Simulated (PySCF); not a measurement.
Predicted microwave data (CAM-B3LYP/def2-SVPD in PySCF (dipole) on a GFN2-xTB geometry, gas phase) for one isomer of C4H7ClSi:

| Item | Value |
| --- | --- |
| Rotational constants | A = 3536, B = 1346, C = 1123 MHz |
| Dipole components | \|μa\| = 0.82 D, \|μb\| = 1.25 D, \|μc\| = 0.47 D |
| Inertial defect | -68.50 u·Å² |
| κ | -0.82 |

**Question.** Which candidate fits, each taken in the one conformer that was computed?
A. `[Cl:1][CH2:2][SiH2:3][C:4]1=[CH:5][CH2:6]1` with Cl1–C2–Si3–C4 -64°, C2–Si3–C4–C5 121°
B. `[Cl:1][SiH2:2][C@H:3]1[CH:4]=[CH:5][CH2:6]1` with Cl1–Si2–C3–C4 -170°
C. `[CH3:1][C@@H:2]1[CH:3]=[C:4]1[SiH2:5][Cl:6]` with C3–C4–Si5–Cl6 -127°
D. `[Cl:1][CH2:2]/[CH:3]=[C:4]1\[CH2:5][SiH2:6]1` with Cl1–C2–C3–C4 -112°
E. `C=C1C[SiH](Cl)C1`

**Answer.** A. It is ClC[SiH2]C1=CC1, an asymmetric top, point group C1. The candidates at the same level (rigid rotor, commonest isotopes):

```csv
SMILES,A (MHz),B (MHz),C (MHz),μa (D),μb (D),μc (D),Δ (u·Å²),point group,rotor
Cl[SiH2][C@H]1C=CC1,6246,1238,1106,1.62,0.37,0.07,-32.45,C1,near-prolate asymmetric top
C=C1C[SiH](Cl)C1,6522,1231,1174,0.78,0.00,0.62,-57.70,Cs,near-prolate asymmetric top
ClC/C=C1\C[SiH2]1,7489,864.5,855.4,2.21,0.32,1.10,-61.27,C1,near-prolate asymmetric top
ClC[SiH2]C1=CC1,3536,1346,1123,0.82,1.25,0.47,-68.50,C1,asymmetric top
C[C@@H]1C=C1[SiH2]Cl,3816,1417,1097,1.12,1.20,0.08,-28.63,C1,asymmetric top
```

`C[C@@H]1C=C1[SiH2]Cl` has A 8 % too high; `Cl[SiH2][C@H]1C=CC1` has A 77 % too high; `ClC/C=C1\C[SiH2]1` has A 112 % too high; `C=C1C[SiH](Cl)C1` has A 84 % too high. No structure here is proved a minimum.
